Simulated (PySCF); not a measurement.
Si(H)2(OMe)(SeH) (CH₆OSeSi), SMILES CO[SiH2][SeH]. Coordinates come from a PBE-D3(BJ)/def2-SVP optimisation. The structure was generated by enumeration, and PubChem lists no compound with its InChIKey, so it may never have been made. Other conformers were not sampled.

Computed equilibrium geometry at PBE-D3(BJ)/def2-SVP (PySCF confirms it by a frequency run) as a Z-matrix (one conformer of several):
```
O
C 1 1.4157
H 2 1.1088 1 108.47
H 2 1.1143 3 108.24 1 121.39
H 2 1.1153 3 108.04 4 116.88
Si 1 1.6760 2 123.13 3 177.81
H 6 1.4939 1 105.28 2 -175.44
H 6 1.5060 7 112.80 1 120.82
Se 6 2.3057 7 106.87 8 117.87
H 9 1.4850 6 92.41 7 -154.35
```
